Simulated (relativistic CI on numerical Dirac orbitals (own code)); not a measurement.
## What each ingredient does to the levels of Cr²³⁺

Base calculation: Dirac-Coulomb-Breit CI, separate exchange-only KLI orbitals for each configuration, QED by a radiative potential.

Configuration list: 1s, 2s, 2p, 3s, 3p, 3d, 4s, 4p, 4d, 4f, 5s, 5p, 5d, 5f, 5g, 6s, 6p, 6d. Levels of other configurations are missing.

Variants: (1) QED terms removed; (2) non-relativistic limit. Shifts of the energy above 1s 2S_1/2, in eV, for the lowest level and the first level of each name with at least 55 % of one term (blank where a level changes its place among those of its configuration and J or its character, or is not in the variant):

```
     Level     Base   Δ(1)    Δ(2)
 1s 2S_1/2     0.00   0.00    0.00
2p 2P°_1/2  5916.52  +2.99  -38.95
 2s 2S_1/2  5916.95  +2.56  -39.38
2p 2P°_3/2  5931.87  +2.96  -54.30
3p 2P°_1/2  7017.27  +2.99  -51.26
 3s 2S_1/2  7017.40  +2.86  -51.39
 3d 2D_3/2  7021.82  +2.99  -55.80
3p 2P°_3/2  7021.83  +2.98  -55.81
 3d 2D_5/2  7023.31  +2.98  -57.30
4p 2P°_1/2  7401.91  +2.99  -54.95
 4s 2S_1/2  7401.97  +2.93  -55.00
 4d 2D_3/2  7403.83  +2.99  -56.86
4p 2P°_3/2  7403.83  +2.98  -56.87
4f 2F°_5/2  7404.46  +2.99  -57.49
```
